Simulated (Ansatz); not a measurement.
Consider the ligand exchange at the Si–O bond: `[F][GeH]([F])[O][SiH3]` + `O=C[SiH](O)Cl` → `O=C[SiH](Cl)O[SiH3]` + `[OH][GeH]([F])[F]`.

Calculated with Ansatz (gas phase, PBE0-D4/def2-TZVP geometries, no zero-point term in ΔE). CCSD(T)/CBS is the MP2 limit (def2-TZVPP, def2-QZVPP) plus CCSD(T) − MP2 in def2-TZVPP, frozen cores. DFT in def2-TZVPP. B3LYP here is the variant with VWN-RPA as its local correlation; programs differ in this. HSE06 is defined as in plane-wave codes. For Ge outer-core shells are correlated without core-valence functions, which leaves a few kJ/mol of doubt a bond. Scalar relativity is left out up to krypton. Each species was taken in one conformer, which may not be the lowest.

```tsv
level	ΔE (kJ/mol)	difference from CCSD(T)/CBS
PBE-D4	-6.5	-0.8
revPBE-D4	-8.1	-2.4
BLYP-D4	-9.0	-3.3
r2SCAN-D4	-5.9	-0.2
B97M-V	-6.8	-1.1
PBE0-D4	-6.5	-0.8
B3LYP-D4	-8.5	-2.8
r2SCANh-D4	-5.9	-0.2
r2SCAN0-D4	-6.0	-0.3
HSE06-D4	-6.3	-0.6
BHLYP-D4	-8.1	-2.4
CAM-B3LYP-D4	-7.3	-1.6
ωB97X-V	-6.3	-0.6
ωB97M-V	-6.5	-0.8
B2PLYP	-5.0	0.7
PBE-QIDH	-4.9	0.8
PBE	-3.9	1.8
revPBE	-3.0	2.7
r2SCAN	-5.0	0.7
PBE0	-4.1	1.6
r2SCANh	-5.0	0.7
r2SCAN0	-4.9	0.8
HSE06	-4.0	1.7
BHLYP	-4.7	1.0
CAM-B3LYP	-4.7	1.0
LC-ωPBE	-4.4	1.3
RPA@PBE/def2-TZVPP	-6.1	-0.4
HF/def2-SVP	-4.9	0.8
MP2/def2-SVP	-6.4	-0.7
CCSD/def2-SVP	-6.3	-0.6
CCSD(T)/def2-SVP	-6.4	-0.7
HF/def2-TZVPP	-4.2	1.5
MP2/def2-TZVPP	-6.3	-0.6
SCS-MP2/def2-TZVPP	-6.2	-0.5
CCSD/def2-TZVPP	-5.7	0.0
HF/def2-QZVPP	-3.9	1.8
MP2/def2-QZVPP	-6.2	-0.5
SCS-MP2/def2-QZVPP	-6.0	-0.3
HF/CBS(def2)	-3.9	1.8
CCSD/CBS(def2)	-5.7	0.0
CCSD(T)/CBS	-5.7	0
```

Largest T1 diagnostic among the species: 0.014.

Leaving LDA and LC-ωPBE aside and taking each functional with its dispersion term where it has one, the values spread over 4.1 kJ/mol, from BLYP-D4 to PBE-QIDH. The D4 term adds −4.1 kJ/mol with B3LYP and −2.4 kJ/mol with PBE0; it sums over pairs of atoms, weighted by their polarisabilities, and B3LYP, whose exchange is more repulsive, gets the larger term.
